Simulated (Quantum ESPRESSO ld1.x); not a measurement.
Task: The rhodium ion Rh33+, configuration [Ne] 3s2 (the NIST ground configuration). Method: non-relativistic Kohn-Sham, LDA (Slater exchange, Perdew-Wang correlation), spin-polarised, spherical densities, point nucleus; relativity is left out, which matters for an element this heavy; computed with ld1.x of Quantum ESPRESSO 7.5. Some entries of the table are withheld. Estimate them.

| orbital | occ. | eigenvalue (Ry) | <r^2> (bohr^2) |
|---|---|---|---|
| 1s | 2 | (1) | (2) |
| 2s | 2 | -362.798 | (3) |
| 2p | 6 | (4) | 0.01847 |
| 3s | 2 | -145.649 | 0.1372 |

Result: 
(1) 1s eigenvalue (Ry): -1779.21
(2) 1s <r^2> (bohr^2): 0.001534
(3) 2s <r^2> (bohr^2): 0.02454
(4) 2p eigenvalue (Ry): -347.721
